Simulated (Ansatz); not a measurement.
Geometry optimisation, RKS r2SCAN-D4/def2-SVP (Ansatz).

Input:

```yaml
crystal:
  periodic: [false, false, false]
  atoms:
    - { symbol: B, position_ang: [0.0, 0.0, 0.0] }
    - { symbol: Cl, position_ang: [0.0, 0.0, 2.21] }
    - { symbol: H, position_ang: [1.0305, 0.0, -0.595] }
    - { symbol: Cl, position_ang: [-1.6108, 0.0, -0.93] }
    - { symbol: O, position_ang: [-0.219, -1.6079, 0.5392] }
    - { symbol: H, position_ang: [-0.6224, -2.1606, -0.2037] }
    - { symbol: H, position_ang: [-0.1624, -1.1927, 1.6085] }
basis:
  gaussian: { orbitals: def2-SVP }
hamiltonian:
  xc: r2scan
  dispersion: d4
relax:
  f_tol: 0.15
  max_steps: 25
  restrain:
    - { distance: [0, 4], at: 2.61, k: 30.0 }
    - { distance: [6, 1], at: 2.57, k: 30.0 }
    - { distance: [0, 1], at: 1.86, k: 30.0 }
    - { distance: [6, 4], at: 1.01, k: 30.0 }
```

Command:

```bash
$ ansatz run input.yaml --threads 2 --pin off --max-ram 3072MiB --backend cpu --events-out ev --progress --plain --runs-dir out
```

Q: Where does it end, and by what steps?

A: It converged. The restraints hold the end off the free minimum. After 10 steps the energy has fallen by 2.272 eV (the restraints' own energy left out); H7 moved furthest, 0.75 Å. Parted: B1–O5 (1.71 → 2.60 Å), Cl2–H7 (1.35 → 2.57 Å).

| step | energy less start (eV) | largest force component (eV/Å) | accepted |
| --- | --- | --- | --- |
| 0 | 0.0000 | 4.757 | yes |
| 1 | -0.3134 | 3.817 | yes |
| 2 | -0.4268 | 2.980 | yes |
| 3 | -0.8689 | 3.119 | yes |
| 4 | -1.7920 | 1.827 | yes |
| 5 | -2.1704 | 1.228 | yes |
| 6 | -2.0234 | 1.766 | no |
| 7 | -2.2448 | 1.098 | yes |
| 8 | -2.2672 | 1.009 | yes |
| 9 | -2.2711 | 0.992 | yes |
| 10 | -2.2724 | 1.050 | yes |

```xyz
7
Properties=species:S:1:pos:R:3
B 0.008 0.321 0.045
Cl -0.096 0.613 1.845
H 1.082 0.277 -0.475
Cl -1.467 0.402 -0.891
O -0.024 -2.238 0.498
H -0.924 -2.413 0.188
H -0.164 -1.924 1.421
```

Run time: 27 s on 2 threads of Arm Neoverse V1, on a shared host, peak memory 0.16 GiB.
